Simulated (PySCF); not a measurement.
# Strontium: a sound run and one with changed settings

Sound run: Sr [Kr] 5s2, Sr⁺ [Kr] 5s1. Computed with PySCF 2.14 in aug-cc-pVDZ-X2C (7s6p4d, 45 functions), with the spin-free X2C one-electron Hamiltonian (Gaussian nucleus). In the sound run the correlated levels freeze [Kr]. The sound run starts from symmetry-adapted Hartree-Fock orbitals and uses a fine grid where one is needed.

Changed run: initial guess 1e, at most 50 SCF cycles.

```tsv
species	method	sound run (hartree)	changed run (hartree)	converged
Sr	UHF	-3177.34487	-3177.34487	yes
Sr	B3LYP	-3179.31138	-3179.31138	yes
Sr	r2SCAN	-3179.23827	-3179.23827	yes
Sr	MP2	-3177.36094	-3177.36094	yes
Sr	CCSD(T)	-3177.37004	-3177.37004	yes
Sr⁺	UHF	-3177.17025	-3177.09701	yes
Sr⁺	B3LYP	-3179.09841	-3179.09841	yes
Sr⁺	r2SCAN	-3179.03804	-3179.03804	yes
```

Ionisation energy of Sr:

```json
{"method": "B3LYP", "sound run (eV)": "5.795", "changed run (eV)": "5.795"}
{"method": "r2SCAN", "sound run (eV)": "5.449", "changed run (eV)": "5.449"}
```

The plain start fixes occupations by D2h representation alone, and Sr⁺ at UHF landed in another state (other ⟨L²⟩ or ⟨S²⟩). 

For comparison, NIST gives 5.695 eV between the lowest levels.
